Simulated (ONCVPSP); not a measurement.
**nitrogen (N), ONCV: configuration errors across variants**

N, optimised norm-conserving Vanderbilt (ONCV), made with ONCVPSP 4.0.1 (PBE, scalar-relativistic). Core [He], reference 2s2 2p2 (charge +1). Waves: 2s: rc 1.10 bohr, ncon 4, nbas 8, qcut 7.3 1/bohr, 2 projectors, debl 3.5 Ha; 2p: rc 1.45 bohr, ncon 3, nbas 6, qcut 9.2 1/bohr, 1 projector; d scattering state at 0.31 Ha: rc 1.25 bohr, ncon 3, nbas 8, qcut 8.5 1/bohr, 2 projectors, debl 3.6 Ha. Local part: polynomial inside 1.00 bohr (lpopt 5, dvloc0 4 Ha). Core correction: none.

All-electron excitation energies from the reference (eV): (1) 2s2 2p3 -13.591; (2) 2s2 2p1 28.853; (3) 2s2 2p0 75.935; (4) 2s1 2p0 153.754.

Errors AE − PS in meV (a dash: test not solved or not reliable):

| change | (1) | (2) | (3) | (4) | bound ghosts | GHOST(+) flags above zero |
| --- | --- | --- | --- | --- | --- | --- |
| base | +10 | +58 | +465 | +863 | none | none |
| all radii scaled by about 0.80 (s 0.88, p 1.16, d 1.00 bohr); local potential polynomial inside 0.80 bohr (lpopt 5, dvloc0 4 Ha) | +7.0 | +36 | +318 | +664 | none | none |
| all radii scaled by about 0.89 (s 0.98, p 1.30, d 1.12 bohr); local potential polynomial inside 0.90 bohr (lpopt 5, dvloc0 4 Ha) | +8.3 | +45 | +381 | +756 | none | none |
| all radii scaled by about 0.95 (s 1.04, p 1.38, d 1.18 bohr); local potential polynomial inside 0.94 bohr (lpopt 5, dvloc0 4 Ha) | +9.5 | +52 | +427 | +814 | none | none |
| all radii scaled by about 1.07 (s 1.18, p 1.54, d 1.34 bohr); local potential polynomial inside 1.06 bohr (lpopt 5, dvloc0 4 Ha) | +12 | +66 | +517 | +920 | none | none |
| all radii scaled by about 1.14 (s 1.26, p 1.66, d 1.42 bohr); local potential polynomial inside 1.14 bohr (lpopt 5, dvloc0 4 Ha) | +14 | +80 | +601 | +1034 | none | none |
| all radii scaled by about 1.22 (s 1.34, p 1.76, d 1.52 bohr); local potential polynomial inside 1.20 bohr (lpopt 5, dvloc0 4 Ha) | +19 | +101 | +735 | +1230 | none | none |

Problem. Give the same row for: all radii scaled by about 1.30 (s 1.44, p 1.88, d 1.62 bohr); local potential polynomial inside 1.30 bohr (lpopt 5, dvloc0 4 Ha).

Solution. +23, +125, +882, +1434; bound ghosts: none; GHOST(+) flags above zero: none.
